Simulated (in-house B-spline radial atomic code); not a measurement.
**LDA VWN5 excitations of the rubidium ion Rb⁷⁺**

Method: LDA VWN5. Computed with a B-spline radial code for spherical atoms: linear response of the closed shell [Ar] 3d10 4s2 with the functional's adiabatic kernel; scalar-relativistic (spin-free one-electron X2C), finite nucleus, no spin-orbit coupling, no double excitations, S, P, D and F terms only; shells from n = 2 respond. Only terms of natural parity with L up to 3 were computed.

Command:
```bash
python run_td.py task.json out
```
Settings (radii: box in bohr, nucleus in fm):
```
Z                        37
electrons                30
configuration            [Ar] 3d10 4s2
hamiltonian              x2c
method                   lda,vwn
box_radius               12.81
rms_radius               4.2036
intervals                70
```

Cost of the run: 1.2 s on 1 thread of Arm Neoverse N1 (shared host).

The lowest states, in the order of their Tamm-Dancoff energies; the method's threshold (minus the highest occupied level) is 126.03 eV. Labels give the largest channel, * marks a mixed state, and oscillator strengths are full-response dipole values. Semilocal kernels can invert the small singlet-triplet splittings of Rydberg terms. Energies in eV:

```csv
state,full response,Tamm-Dancoff,oscillator strength
4s → 4p 3P,17.970,18.077,-
4s → 4p 1P,24.360,25.194,1.5
4s → 4d 3D,48.52,48.55,-
4s → 4d 1D,50.79,50.83,-
4s → 5s 3S,65.39,65.40,-
4s → 5s 1S,66.45,66.49,-
4s → 5p 3P,73.04,73.04,-
4s → 5p 1P,73.36,73.42,0.114
4s → 4f 3F,74.89,74.91,-
4s → 4f 1F,?,?,-
4s → 5d 3D,84.83,84.84,-
4s → 5d 1D,85.06,85.07,-
4s → 6s 3S,?,?,-
4s → 6s 1S,91.21,91.22,-
4s → 6p 3P,94.40,94.40,-
4s → 6p 1P,94.51,94.52,0.0475
4s → 5f 3F,95.49,95.50,-
4s → 5f 1F,95.67,95.67,-
```

(1) Where does 4s → 4f 1F lie?

(2) Where does 4s → 6s 3S lie?

(3) How large is the singlet-triplet splitting of 4s → 4p (P terms) in Tamm-Dancoff?

(4) What polarisabilities and dispersion coefficient does the method give?

## Answers

(1) At 75.48 eV in full response, 75.49 eV in Tamm-Dancoff.

(2) At 90.91 eV in full response, 90.91 eV in Tamm-Dancoff.

(3) 7.12 eV, from the unrounded values.

(4) Dipole 2.08 bohr³, quadrupole 1.986 bohr⁵, C6 3.496 hartree·bohr⁶ for two such species.
